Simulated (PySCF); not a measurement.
Compound: (H3Sn)2NMe, CH9NSn2.
Geometry (PBE0-D3(BJ)/def2-SVP, Å), atoms numbered from 1 in this order:
```
atom  x, y, z in Å
Sn1   -0.1235   -0.7742    1.8031
H2    -0.8691   -2.3207    1.8270
H3    -1.0510    0.3219    2.7553
H4     1.4973   -0.8238    2.3513
N5    -0.0565   -0.2006   -0.1562
C6    -1.3058   -0.2275   -0.8939
Sn7    1.4391    0.9630   -0.9199
H8     1.0167    2.6332   -0.8830
H9     1.6516    0.4675   -2.5507
H10    2.8266    0.6677    0.0378
H11   -1.1284   -0.2988   -1.9836
H12   -1.9571    0.6570   -0.7339
H13   -1.9091   -1.1167   -0.6309
```

Level of theory: PBE0-D3(BJ)/def2-SVP geometry optimisation, gas phase, def2 core potentials past Kr in PySCF 2.14.0.

Masses are those of the commonest isotopes; rigid-rotor values at the optimised geometry. 

(1) What are A, B and C (cm⁻¹)?

(2) Classify the top.

(3) What does the inertial defect say?

(4) Where do the levels up to J = 3 lie, in K?

(5) Which types of transition are allowed, and where do some lines up to J = 3 fall?

(6) Estimate the classical rotational partition function at 10 K, 50 K and 500 K.

## Answers

(1) Ia = 113.64, Ib = 816.34, Ic = 910.07 u·Å²; 505379 MHz·u·Å²/I gives 4447, 619.1 and 555.3 MHz, that is A = 0.14834, B = 0.02065, C = 0.01852 cm⁻¹.

(2) A near-prolate asymmetric top; Ray's κ = -0.967.

(3) Not planar: Δ = Ic − Ia − Ib = -19.91 u·Å². For a rigid frame Δ = −2 Σ m c², so Σ m c² = 9.96 u·Å² lies off the ab plane: 9.53 from hydrogen and 0.43 from heavier atoms. The atom farthest from that plane is 1.62 Å away.

(4) Above 0(0,0), as E/k:
J = 1: 1(0,1) 0.056, 1(1,1) 0.240, 1(1,0) 0.243
J = 2: 2(0,2) 0.169, 2(1,2) 0.350, 2(1,1) 0.359, 2(2,1) 0.910, 2(2,0) 0.910
J = 3: 3(0,3) 0.338, 3(1,3) 0.514, 3(1,2) 0.533, 3(2,2) 1.079, 3(2,1) 1.079, 3(3,1) 2.005, 3(3,0) 2.005
Those of J = 1 are B + C, A + C and A + B.

(5) The dipole components are |μa| = 0.00 D, |μb| = 0.05 D, |μc| = 0.19 D; the mirror of this Cs structure is the bc plane, so μa vanishes by symmetry and there are no a-type lines. The squared components, which scale the intensities, stand as 0.06 : 1.00 (b : c). Some lines, for components of 0.1 D or more:

```
type  branch         J(Ka,Kc)    MHz  lower level (cm⁻¹)
   c       Q  3(1,3) ← 3(0,3)   3672               0.235
   c       Q  2(1,2) ← 2(0,2)   3765               0.117
   c       Q  1(1,1) ← 1(0,1)   3828               0.039
   c       R  1(1,0) ← 0(0,0)   5066               0.000
   c       R  2(1,1) ← 1(0,1)   6304               0.039
   c       R  3(1,2) ← 2(0,2)   7575               0.117
   c       Q  3(2,2) ← 3(1,2)  11389               0.370
   c       Q  2(2,1) ← 2(1,1)  11484               0.249
   c       R  2(2,0) ← 1(1,0)  13898               0.169
   c       R  2(2,1) ← 1(1,1)  13961               0.167
   c       R  3(2,1) ← 2(1,1)  15012               0.249
   c       R  3(2,2) ← 2(1,2)  15199               0.243
   c       Q  3(3,1) ← 3(2,1)  19297               0.750
   c       R  3(3,0) ← 2(2,0)  22823               0.633
   c       R  3(3,1) ← 2(2,1)  22824               0.633
```

(6) Point group Cs, symmetry number σ = 1; q = (√π/σ)·√((kT/h)³/(ABC)), k/h = 20836.6 MHz/K: 4310 at 10 K, 48200 at 50 K, 1520000 at 500 K.

No PBE0-D3(BJ)/def2-SVP frequencies stand behind this structure, so it isn't proved a minimum. Zero-point vibration and centrifugal distortion are left out. A rigid rotor knows nothing of internal rotation, which can split or shift real lines. Quadrupole hyperfine structure (14N) is left out.
